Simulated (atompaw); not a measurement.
## Pseudopotential generation for Ir: PAW (atompaw), PBE, scalar-relativistic.

Ir, PAW, made with atompaw 4.2.0.5 (PBE, scalar-relativistic). Core [Xe] 4f14, reference 5d7 6s1.5 6p0.5. Waves: 6s (bound): rc 3.00 bohr; 6s channel at 1.55 Ry: rc 3.00 bohr; 6p (bound): rc 3.00 bohr; 6p channel at 3.35 Ry: rc 3.00 bohr; 5d (bound): rc 2.50 bohr; 5d channel at 2.7 Ry: rc 2.50 bohr. Local part: troulliermartins scheme with l = 3 at 1 Ry, radius 2.20 bohr. Core correction: smooth core density matched at 1.50 bohr. Augmentation charge: besselshape compensation charge, radius 2.70 bohr; PAW radius 3.00 bohr; waves and projectors: custom rrkj gramschmidtortho.

Poles of the logarithmic derivatives, all-electron (AE) and pseudo (PS). s: poles at 0.6 (AE) and -2.9, 0.6 (PS) Ry. p: poles at 1.9 (AE) and 1.9 (PS) Ry. d: poles at -0.4, 4.2 (AE) and -0.4, 4.1 (PS) Ry. Test radius 3.00 bohr.

- Cutoffs needed: 18 Ry and 30 Ry (the cutoffs (Ry, on a coarse ladder) from which the occupation-weighted sum of valence levels, in a spherical-Bessel basis at the reference potential, stays within 10 and 1 mRy of its value at 400 Ry)
- Ghost test: ghost state, extra bound levels that the all-electron valence spectrum of the same l lacks: s at -39.3 eV; a true bound ghost makes a file unfit for plane-wave use (spherical-Bessel basis up to 400 Ry, 20 bohr box)
- Lowest eigenvalue of the overlap operator: 0.30 (s channel)
- Overlap eigenvalues printed by atompaw (projector basis): 0.0433, 0.172, 0.88, 1.27, 12.3, 531
- Share of each valence orbital outside the PAW sphere: 6s 39 %, 6p 78 %, 5d 6 %
